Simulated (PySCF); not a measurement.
PySCF 2.14.0 with density-fitted response routines calculation with shieldings: GIAO PBE0/pcSseg-1 and coordinates at the GFN2-xTB level; equivalent nuclei averaged, non-relativistic, one computed conformer, no solvent model.

Scale: 1H (31.72 ppm) and 13C (186.93 ppm) against TMS (reference shieldings calculated alike). Shifts are as computed. Against solution values, carbons near 30 ppm lie about +3 ppm off and those near 130 ppm about +5 ppm. Of 1211 compounds with measured shifts, 218 miss one by over three times the rms of a fit or turn the order of signals round; such compounds aren't used in these exercises.

Question: Order these molecules by the shift of their most shielded carbon, lowest δ first.
A. O=C(F)c1cc(C(F)(F)F)co1
B. [SiH3]c1nnc(C2CC2)o1
C. C#C[Si@H]([SiH3])O[SiH2]Cl

Answer: B (11.0 ppm, three-membered-ring carbon), C (90.1 ppm, alkyne carbon), A (130.6 ppm, substituted aromatic carbon).

Question: How many 13C and 1H signals does each give (equivalence by symmetry and fast rotation, but not about amide C–N or C=N bonds)? `[SiH3]p1[pH]p1-c1ccccc1`, `C#C[Si@H]([SiH3])O[SiH2]Cl`, `O=C(F)c1cc(C(F)(F)F)co1`, `[SiH3]c1nnc(C2CC2)o1`

Answer: [SiH3]p1[pH]p1-c1ccccc1: 4 C, 5 H; C#C[Si@H]([SiH3])O[SiH2]Cl: 2 C, 5 H; O=C(F)c1cc(C(F)(F)F)co1: 6 C, 2 H; [SiH3]c1nnc(C2CC2)o1: 4 C, 4 H.
